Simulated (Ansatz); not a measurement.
SbF₃, SMILES [F][Sb]([F])[F].

Geometry: PBE-D3(BJ)/def2-SVP. The isomer is the one that the SMILES or the coordinates give; other isomers of the formula were not compared. The def2 effective core potentials stand for the cores of Sb; spin–orbit coupling is left out.

Two levels are set side by side: PBE/def2-SVPD (Ansatz, a first-principles code) and CAM-B3LYP/def2-SVPD (Ansatz). Energy differences of separate SCF runs at the same geometry; the states with an electron removed or added have multiplicity 2 and 2. Differences are taken from unrounded values.

```csv
quantity,CAM-B3LYP,PBE,PBE minus CAM-B3LYP
vertical ionisation energy (eV),12.73,12.09,-0.64
vertical singlet–triplet gap (eV),5.69,5.36,-0.33
```
